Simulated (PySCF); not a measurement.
Compound: C10H9Cl.
Atom-mapped SMILES: `[CH2:1]=[CH:2][C:3]1=[CH:4][C@@H:5]2[CH:6]=[CH:7][C@@:8]3([Cl:9])[C@@H:10]2[C@@H:11]13` (hydrogens: H12, H13 on C1; H14 on C2; H15 on C4; H16 on C5; H17 on C6; H18 on C7; H19 on C10; H20 on C11)

Level of theory: PBE0-D3(BJ)/def2-SVP geometry optimisation, gas phase in PySCF.

Problem. List the bond lengths, angles and torsions at this level.

Solution. 
```json
{"bond": "C1=C2", "length (pm)": "134.1", "order": "double"}
{"bond": "C2–C3", "length (pm)": "145.2", "order": "single"}
{"bond": "C3=C4", "length (pm)": "135.5", "order": "double"}
{"bond": "C4–C5", "length (pm)": "151.7", "order": "single"}
{"bond": "C5–C6", "length (pm)": "152.2", "order": "single"}
{"bond": "C6=C7", "length (pm)": "134.3", "order": "double"}
{"bond": "C7–C8", "length (pm)": "147.4", "order": "single"}
{"bond": "C8–Cl9", "length (pm)": "175.7", "order": "single"}
{"bond": "C8–C10", "length (pm)": "149.2", "order": "single"}
{"bond": "C10–C11", "length (pm)": "149.7", "order": "single"}
{"bond": "C3–C11", "length (pm)": "148.1", "order": "single"}
{"bond": "C5–C10", "length (pm)": "154.4", "order": "single"}
{"bond": "C8–C11", "length (pm)": "156.2", "order": "single"}
{"bond": "C1–H12", "length (pm)": "109.4", "order": "single"}
{"bond": "C1–H13", "length (pm)": "109.2", "order": "single"}
{"bond": "C2–H14", "length (pm)": "109.6", "order": "single"}
{"bond": "C4–H15", "length (pm)": "109.3", "order": "single"}
{"bond": "C5–H16", "length (pm)": "110.0", "order": "single"}
{"bond": "C6–H17", "length (pm)": "109.2", "order": "single"}
{"bond": "C7–H18", "length (pm)": "109.1", "order": "single"}
{"bond": "C10–H19", "length (pm)": "109.2", "order": "single"}
{"bond": "C11–H20", "length (pm)": "109.3", "order": "single"}
```

Orders are formal, as drawn. A selection of angles:
```json
{"angle": "C2–C1–H12", "degrees": "121.7"}
{"angle": "C2–C1–H13", "degrees": "121.2"}
{"angle": "H12–C1–H13", "degrees": "117.0"}
{"angle": "C1–C2–C3", "degrees": "125.1"}
{"angle": "C1–C2–H14", "degrees": "119.3"}
{"angle": "C3–C2–H14", "degrees": "115.7"}
{"angle": "C2–C3–C4", "degrees": "126.0"}
{"angle": "C2–C3–C11", "degrees": "124.4"}
{"angle": "C4–C3–C11", "degrees": "109.5"}
{"angle": "C3–C4–C5", "degrees": "111.1"}
{"angle": "C3–C4–H15", "degrees": "124.9"}
{"angle": "C5–C4–H15", "degrees": "123.0"}
{"angle": "C4–C5–C6", "degrees": "100.9"}
{"angle": "C4–C5–C10", "degrees": "103.1"}
{"angle": "C4–C5–H16", "degrees": "115.7"}
{"angle": "C6–C5–C10", "degrees": "103.4"}
{"angle": "C6–C5–H16", "degrees": "115.4"}
{"angle": "C10–C5–H16", "degrees": "116.3"}
{"angle": "C5–C6–C7", "degrees": "110.9"}
{"angle": "C5–C6–H17", "degrees": "122.7"}
{"angle": "C7–C6–H17", "degrees": "125.4"}
{"angle": "C6–C7–C8", "degrees": "109.9"}
{"angle": "C6–C7–H18", "degrees": "126.8"}
{"angle": "C8–C7–H18", "degrees": "123.2"}
{"angle": "C7–C8–Cl9", "degrees": "118.2"}
{"angle": "C7–C8–C10", "degrees": "108.0"}
{"angle": "C7–C8–C11", "degrees": "121.3"}
{"angle": "Cl9–C8–C10", "degrees": "121.2"}
{"angle": "Cl9–C8–C11", "degrees": "115.6"}
{"angle": "C10–C8–C11", "degrees": "58.6"}
{"angle": "C8–C10–C11", "degrees": "63.0"}
{"angle": "C8–C10–H19", "degrees": "122.6"}
{"angle": "C11–C10–H19", "degrees": "123.7"}
{"angle": "C5–C10–C8", "degrees": "104.0"}
{"angle": "C5–C10–C11", "degrees": "104.4"}
{"angle": "C5–C10–H19", "degrees": "123.4"}
{"angle": "C10–C11–H20", "degrees": "120.8"}
{"angle": "C3–C11–C10", "degrees": "107.6"}
{"angle": "C3–C11–C8", "degrees": "120.6"}
{"angle": "C3–C11–H20", "degrees": "120.5"}
{"angle": "C8–C11–C10", "degrees": "58.3"}
{"angle": "C8–C11–H20", "degrees": "113.6"}
```

Torsions: C1–C2–C3–C4 171° (antiperiplanar); C2–C3–C4–C5 -170° (antiperiplanar); C3–C4–C5–C6 89° (synclinal); C4–C5–C6–C7 -91° (anticlinal); C5–C6–C7–C8 -5° (synperiplanar); C6–C7–C8–Cl9 -150°; C7–C8–C10–C11 116° (anticlinal); C8–C10–C11–C3 -116° (anticlinal); C2–C3–C11–C10 -176° (antiperiplanar); C4–C5–C10–C8 86° (synclinal); C7–C8–C11–C10 -93° (anticlinal).

The 5-membered ring C3–C4–C5–C10–C11 has internal angles of 103.1° to 111.1°; it is puckered, 0.09 Å rms from its mean plane, widest ring torsion 20°. The 12 C–C bonds span 1.341 Å (C1=C2, drawn double) to 1.562 Å (C8–C11, drawn single), a spread of 0.221 Å. Of the pairs four or more bonds apart, C11···H12 is among the closest relative to their van der Waals radii: 2.78 Å, 96 % of the sum of Bondi's values. The 3-membered ring C8–C10–C11 has internal angles of 58.3° to 63.0°. The 5-membered ring C5–C6–C7–C8–C10 has internal angles of 103.4° to 110.9°; it is puckered, 0.09 Å rms from its mean plane, widest ring torsion 19°.

Point group: C1 (no symmetry element, even within 0.4 Å). Stationary, but not proved a minimum. The numbers are those of one conformer.
